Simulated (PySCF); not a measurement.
## Sc⁺: ionisation energy

Sc⁺ [Ar] 3d1 4s1 (3D) → Sc²⁺ [Ar] 3d1 (2D), as a difference of total energies. Computed with PySCF 2.14 in x2c-SVPall (5s3p3d1f, 36 functions), with scalar relativity by spin-free X2C-1e. Correlated levels: valence: [Ar] frozen. The calculations carry no spin-orbit coupling.

```tsv
method	ionisation energy (eV)
UHF	12.177
M06-2X	12.662
MP2 (valence)	12.222
SCS-MP2 (valence)	12.192
```

How much does correlation contribute at MP2 (valence)?

12.222 − (12.177) = 0.045 eV, measured against UHF.

The reference lies between the lowest fine-structure levels, while these numbers refer to the centres of the terms.

Errors of the correlated levels include the incompleteness of this basis and the frozen core.

For comparison: 12.800 eV (measured; NIST Atomic Spectra Database, ionization energies).
